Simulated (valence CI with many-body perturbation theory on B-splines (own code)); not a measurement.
**From CI to CI+MBPT in Nd³⁺**

Level of theory: valence CI with perturbative core correlation (CI+MBPT): three valence electrons over a frozen Dirac-Fock core [Xe], radial functions for each j: 8 s, 8 p, 9 d, 9 f, 6 g, 3 h, 2 i, with the one-electron correlation potential Σ1, the two-electron term Σ2, the three-electron term Σ3, Breit, model QED; the open f shell's mean field enters the energy denominators; selected CI, second order for the rest, scaled by the run's own slope (own B-spline code, finite nucleus).

Against 32 measured levels this calculation errs by 185 cm⁻¹ on average and by 445 at most. These come from a selection out of Arab et al., J. Quant. Spectrosc. Radiat. Transfer 229, 145 (2019) and Gaigalas et al. (2019), from Wyart et al. (2007). Levels without a partner in it may be off by more, other configurations by several thousand cm⁻¹.

Each rung adds one term. CI alone is the Dirac-Coulomb CI over the frozen core; QED comes last and gives the full result, which names the levels. Energies are above 4f3 4I°_9/2 on the same rung, in cm⁻¹. A blank means that the level has no clear partner on that rung.

Names give the largest LS component (configuration and term), which can be under half, so a name can repeat, a term be missing and a line seem to break the LS rules; names also repeat where a configuration has a term twice. Letters in brackets count levels of one name in rising energy.

| Level | CI alone | Σ1 | Σ2 | Σ3 | Breit | QED | Full |
| --- | --- | --- | --- | --- | --- | --- | --- |
| 4f3 4I°_11/2 | 1437 | +301 | +359 | +6.5 | -173 | +11 | 1941 |
| 4f3 4I°_13/2 | 2988 | +611 | +722 | +9.5 | -360 | +21 | 3992 |
| 4f3 4I°_15/2 | 4622 | +923 | +1082 | +7.3 | -554 | +31 | 6111 |
| 4f3 4F°_3/2 | 10616 | +1379 | -220 | -55 | +45 | +8.1 | 11774 |
| 4f3 2H°_9/2 [a] | 10158 | +1407 | +1519 | -281 | -59 | +10.0 | 12754 |
| 4f3 4F°_5/2 | 11395 | +1564 | +20 | -72 | -71 | +15 | 12851 |
| 4f3 4F°_7/2 | 12079 | +1683 | +321 | -107 | -165 | +19 | 13830 |
| 4f3 4S°_3/2 | 11826 | +1561 | +70 | +659 | -106 | +18 | 14030 |
| 4f3 4F°_9/2 | 12903 | +1834 | +755 | -129 | -282 | +26 | 15107 |
| 4f3 2H°_11/2 [a] | 12616 | +1892 | +2238 | -277 | -328 | +28 | 16170 |
| 4f3 2G°_7/2 [a] | 14412 | +2077 | +1514 | -200 | -104 | +18 | 17718 |
| 4f3 4G°_5/2 | 16143 | +2031 | -398 | +122 | +39 | +11 | 17947 |
| 4f3 4G°_7/2 | 17260 | +2258 | +428 | -88 | -152 | +23 | 19729 |
| 4f3 2K°_13/2 | 17512 | +1530 | +1113 | -111 | -241 | +19 | 19821 |
| 4f3 4G°_9/2 |  |  |  | +3.2 | -271 | +29 | 20182 |
| 4f3 2G°_9/2 [a] |  |  |  | -252 | -392 | +37 | 21631 |
| 4f3 2D°_3/2 [a] | 18004 | +2355 | +1006 | +493 | -20 | +17 | 21856 |
| 4f3 2K°_15/2 | 19169 | +1825 | +1387 | -110 | -406 | +28 | 21892 |
| 4f3 4G°_11/2 | 19579 | +2617 | +453 | +74 | -404 | +34 | 22352 |
| 4f3 2P°_1/2 | 19504 | +2519 | +1218 | +859 | -86 | +23 | 24037 |
| 4f3 2D°_5/2 [a] | 19779 | +2740 | +1955 | +213 | -199 | +29 | 24516 |
| 4f3 2P°_3/2 | 21840 | +3079 | +1824 | +551 | -321 | +40 | 27012 |
| 4f3 4D°_3/2 | 25987 | +3430 | -311 | +267 | -2.3 | +19 | 29389 |
| 4f3 4D°_5/2 | 26160 | +3491 | -385 | +249 | +22 | +17 | 29553 |
| 4f3 4D°_1/2 | 26608 | +3517 | -344 | +246 | -97 | +25 | 29955 |
| 4f3 2I°_11/2 | 27182 | +2431 | +150 | +437 | -158 | +21 | 30064 |
| 4f3 2L°_15/2 | 28982 | +2167 | -187 | +89 | -335 | +27 | 30742 |
| 4f3 2I°_13/2 | 28194 | +2603 | +513 | +523 | -353 | +30 | 31511 |
| 4f3 4D°_7/2 | 28065 | +3808 | -116 | +196 | -184 | +31 | 31800 |
| 4f3 2L°_17/2 | 30344 | +2366 | -73 | +100 | -483 | +32 | 32286 |
| 4f3 2H°_9/2 [b] | 30584 | +3216 | -16 | +1.3 | -190 | +28 | 33623 |

The middle columns are the shifts that each term adds.

Task: How does the ionisation energy move along the ladder, and which term matters most?

Result: CI alone 28.667, + Σ1 32.489, + Σ2 40.590, + Σ3 40.602, + Breit 40.705, + QED 40.723 eV. The largest step is Σ2, 8.100 eV. NIST lists 40.6 ± 0.04 eV (semi-empirical), further off than its uncertainty and the later steps.
